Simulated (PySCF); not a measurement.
Record of a relaxation.

CH8AlAs.
SMILES with atom numbers: `[CH3:1][AlH2-:2][AsH3+:3]` (hydrogens: H4, H5, H6 on C1; H7, H8 on Al2; H9, H10, H11 on As3)

Method: PySCF 2.14.0, PBE0-D3(BJ)/def2-SVP geometry optimisation, gas phase; density fitting, grid level 1; the optimiser is geomeTRIC in internal coordinates, started from a GFN2-xTB structure with every atom displaced at random (about 0.01 Å). 7 of its 18 geometries are shown. The frame can shift and turn from step to step; on so coarse a grid that alone can change the energy by a few meV, and forces under 0.02 eV/Å are noise.

Step 0: E = -68582.6010 eV, largest atomic force 1.116 eV/Å
```
atom  x, y, z in Å  |  force x, y, z in eV/Å
C1     -1.870    0.496    0.124    0.360   0.921  -0.119
Al2    -0.588   -0.896   -0.379   -0.442   0.350  -0.019
As3     1.700    0.409   -0.043    0.766  -0.126   0.802
H4     -2.900    0.302   -0.141   -0.781  -0.404  -0.232
H5     -1.662    1.475   -0.375    0.123  -0.451   0.109
H6     -1.886    0.720    1.199    0.134  -0.107   0.191
H7     -0.234   -1.313   -1.844   -0.072  -0.027  -0.550
H8     -0.027   -1.914    0.680    0.155  -0.182   0.392
H9      2.085    0.157    1.406   -0.253   0.081   0.068
H10     2.512   -0.770   -0.457    0.251  -0.479  -0.296
H11     2.908    1.309   -0.188   -0.241   0.424  -0.345
```

Step 3: E = -68582.9479 eV, largest atomic force 0.288 eV/Å
```
atom  x, y, z in Å  |  force x, y, z in eV/Å
C1     -1.930    0.529    0.104    0.139  -0.077   0.058
Al2    -0.608   -0.847   -0.382    0.174   0.060   0.008
As3     1.865    0.206    0.083   -0.178  -0.207  -0.094
H4     -2.941    0.216   -0.208    0.006   0.040  -0.006
H5     -1.705    1.481   -0.405   -0.093   0.029   0.004
H6     -1.959    0.714    1.191   -0.024   0.035  -0.037
H7     -0.375   -1.212   -1.929    0.013   0.006   0.067
H8     -0.103   -1.911    0.719   -0.077  -0.047  -0.051
H9      2.268    0.216    1.538    0.033   0.078   0.022
H10     2.870   -0.833   -0.361    0.007   0.019   0.007
H11     2.656    1.415   -0.367    0.000   0.064   0.022
```

Step 6: E = -68582.9908 eV, largest atomic force 0.117 eV/Å
```
atom  x, y, z in Å  |  force x, y, z in eV/Å
C1     -1.825    0.531    0.122   -0.007   0.044  -0.038
Al2    -0.565   -0.899   -0.383   -0.046  -0.080   0.048
As3     1.812    0.125    0.100    0.033   0.106   0.036
H4     -2.836    0.243   -0.218   -0.014  -0.014   0.024
H5     -1.610    1.501   -0.356    0.023  -0.014  -0.008
H6     -1.887    0.694    1.209    0.009  -0.005   0.019
H7     -0.306   -1.213   -1.932    0.023   0.021  -0.034
H8     -0.278   -2.093    0.655   -0.021  -0.011  -0.016
H9      2.215    0.395    1.532   -0.012  -0.018   0.000
H10     2.993   -0.738   -0.272    0.010   0.007  -0.006
H11     2.324    1.429   -0.474    0.001  -0.036  -0.025
```

Step 8: E = -68582.9972 eV, largest atomic force 0.070 eV/Å
```
atom  x, y, z in Å  |  force x, y, z in eV/Å
C1     -1.783    0.511    0.130   -0.055  -0.019   0.032
Al2    -0.567   -0.957   -0.383   -0.035  -0.005  -0.061
As3     1.782    0.143    0.120    0.034  -0.022   0.039
H4     -2.809    0.256   -0.194    0.011   0.008   0.007
H5     -1.536    1.473   -0.349    0.006  -0.008  -0.011
H6     -1.830    0.674    1.220    0.020   0.004  -0.013
H7     -0.269   -1.205   -1.943    0.013   0.014   0.025
H8     -0.357   -2.203    0.605    0.013   0.009   0.010
H9      2.192    0.491    1.533   -0.014  -0.001   0.009
H10     3.014   -0.656   -0.238    0.006   0.012  -0.008
H11     2.202    1.447   -0.517    0.000   0.008  -0.030
```

Step 11: E = -68582.9995 eV, largest atomic force 0.039 eV/Å
```
atom  x, y, z in Å  |  force x, y, z in eV/Å
C1     -1.786    0.478    0.137    0.025  -0.002  -0.020
Al2    -0.565   -0.977   -0.403    0.017   0.015   0.033
As3     1.777    0.159    0.129   -0.019   0.006  -0.021
H4     -2.822    0.224   -0.149   -0.008  -0.010   0.009
H5     -1.552    1.434   -0.361   -0.011  -0.001   0.001
H6     -1.788    0.653    1.225   -0.004   0.003   0.008
H7     -0.241   -1.190   -1.959    0.002  -0.002  -0.013
H8     -0.339   -2.227    0.578   -0.003  -0.006  -0.008
H9      2.161    0.556    1.537   -0.001   0.003  -0.003
H10     3.041   -0.597   -0.206    0.000  -0.002   0.005
H11     2.152    1.461   -0.543    0.004  -0.003   0.008
```

Step 14: E = -68583.0016 eV, largest atomic force 0.099 eV/Å
```
atom  x, y, z in Å  |  force x, y, z in eV/Å
C1     -1.808    0.358    0.165   -0.006   0.064   0.011
Al2    -0.506   -0.997   -0.435    0.015  -0.017   0.020
As3     1.755    0.260    0.117    0.007   0.085  -0.050
H4     -2.841   -0.002    0.018    0.010  -0.032  -0.002
H5     -1.726    1.304   -0.395    0.006  -0.012   0.003
H6     -1.708    0.593    1.238   -0.007  -0.010   0.000
H7     -0.179   -1.142   -2.000   -0.006  -0.013   0.001
H8     -0.182   -2.251    0.513   -0.014  -0.014  -0.010
H9      2.073    0.747    1.513    0.008  -0.035   0.010
H10     3.064   -0.445   -0.152    0.001  -0.015   0.025
H11     2.095    1.549   -0.597   -0.014  -0.003  -0.009
```

Step 17: E = -68583.0032 eV, largest atomic force under 0.02 eV/Å
```
atom  x, y, z in Å  |  force x, y, z in eV/Å
C1     -1.816    0.316    0.190    0.003  -0.005   0.014
Al2    -0.480   -0.997   -0.431   -0.004  -0.008  -0.015
As3     1.754    0.319    0.079    0.001  -0.013   0.005
H4     -2.829   -0.110    0.084    0.000   0.004  -0.004
H5     -1.804    1.252   -0.393    0.000   0.000  -0.001
H6     -1.696    0.576    1.255    0.000  -0.001  -0.001
H7     -0.192   -1.152   -2.003   -0.004  -0.001   0.004
H8     -0.110   -2.244    0.509    0.004   0.007   0.008
H9      2.051    0.787    1.486    0.002   0.006  -0.004
H10     3.068   -0.384   -0.165    0.001   0.004  -0.007
H11     2.093    1.612   -0.627   -0.002   0.006   0.001
```

Problem. Summarise the path.

Solution. The energy falls by 0.4022 eV from step 0 to step 17; nine tenths of that is first reached at step 5. It falls at every step. The largest force goes from 1.116 to under 0.02 eV/Å. Among the bonds Al2–H7 changes most, from 1.564 to 1.605 Å; the atoms move by 0.385 Å rms after alignment.

Problem. Follow the three bonds and two angles with the largest change from start to end.

Solution. 
```csv
step,E above end (eV),largest force (eV/Å),Al2–H7 (Å),Al2–H8 (Å),C1–H4 (Å),Al2–As3–H11 (°),Al2–As3–H10 (°)
0,0.4022,1.116,1.564,1.572,1.080,165.4,92.6
1,0.1867,0.954,1.593,1.599,1.103,154.9,97.6
2,0.1229,0.612,1.600,1.606,1.104,150.3,99.4
3,0.0554,0.288,1.606,1.612,1.104,137.0,106.7
4,0.0403,0.192,1.604,1.612,1.103,133.1,109.6
5,0.0168,0.144,1.600,1.610,1.104,125.4,115.9
6,0.0124,0.117,1.602,1.608,1.105,124.8,116.0
7,0.0077,0.093,1.606,1.606,1.105,123.1,117.5
8,0.0060,0.070,1.607,1.605,1.105,121.7,117.4
9,0.0049,0.043,1.606,1.604,1.105,120.6,118.4
10,0.0043,0.032,1.605,1.604,1.104,120.1,118.5
11,0.0038,0.039,1.604,1.604,1.104,119.8,118.6
12,0.0033,0.049,1.604,1.605,1.104,119.6,118.8
13,0.0025,0.087,1.604,1.605,1.104,119.6,118.8
14,0.0016,0.099,1.605,1.605,1.104,119.9,118.8
15,0.0008,0.066,1.605,1.605,1.104,120.8,118.5
16,0.0002,0.030,1.605,1.605,1.104,121.7,118.1
17,0.0000,under 0.02,1.605,1.605,1.104,121.7,118.2
```

The cost below is that of the whole optimisation. The run took 74 s wall on Arm Neoverse V1, one thread, shared host, and the process peaked at 0.42 GiB of memory.
